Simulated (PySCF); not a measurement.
## Shapes and spin states of PtOCl₂

Computed with PBE0 in PySCF with Pt def2-SVP with ECP60, O def2-SVP, Cl def2-SVP; scalar-relativistic core potentials, no spin–orbit coupling; density-fitted integrals.

Relaxations began from a few typed shapes and spin states; open shells are unrestricted. The search is not exhaustive: other isomers or separated fragments can lie lower, and high-lying points may rest on an excited occupation.

(1) Which is the lowest minimum found?
A. quintet C2v: Pt–Cl 2.267 Å (×2), Pt–O 1.866 Å; Cl–Pt–Cl 137.5°, Cl–Pt–O 111.3° (×2)
B. triplet Cs: Pt–Cl 2.254 Å (×2), Pt–O 1.732 Å; Cl–Pt–Cl 146.4°, Cl–Pt–O 105.1°, Cl–Pt–O 108.5°
C. triplet Cs: Pt–Cl 2.234 Å, Pt–Cl 2.245 Å, Pt–O 1.760 Å; Cl–Pt–Cl 108.0°, Cl–Pt–O 98.7°, Cl–Pt–O 153.3°
D. broken-symmetry Ms = 0 (⟨S²⟩ 0.75) C2v: Pt–Cl 2.235 Å (×2), Pt–O 1.724 Å; Cl–Pt–Cl 136.4°, Cl–Pt–O 111.8° (×2)
E. singlet (closed shell, unstable to spin polarisation) Cs: Pt–Cl 2.243 Å, Pt–Cl 2.249 Å, Pt–O 1.750 Å; Cl–Pt–Cl 91.6°, Cl–Pt–O 98.0°, Cl–Pt–O 170.4°
F. singlet (closed shell, unstable to spin polarisation) C2v: Pt–Cl 2.212 Å (×2), Pt–O 1.721 Å; Cl–Pt–Cl 125.3°, Cl–Pt–O 117.3° (×2)

Answers

(1) C. The others lie at 2.3 (triplet Cs), 20.3 (broken-symmetry Ms = 0 C2v), 35.3 (singlet C2v), 103.8 (singlet Cs, a saddle point), 111.2 (quintet C2v) kJ/mol above it.

Formally Pt is in oxidation state +4, d6, with 2 unpaired electrons (the high-spin count would be 4). The Mulliken spin on Pt is 0.69, so most of the spin sits on the ligands and the formal count fails. The polar-tensor charge on Pt, 0.88, is far below the formal one.

For the lowest minimum: with open d or f shells other occupations or spin states may lie lower. Spin–orbit coupling, left out here, can matter for elements this heavy.

The electron or spin density has lower symmetry than the nuclear frame for the broken-symmetry Ms = 0 (⟨S²⟩ 0.75) C2v at 20.3 kJ/mol.
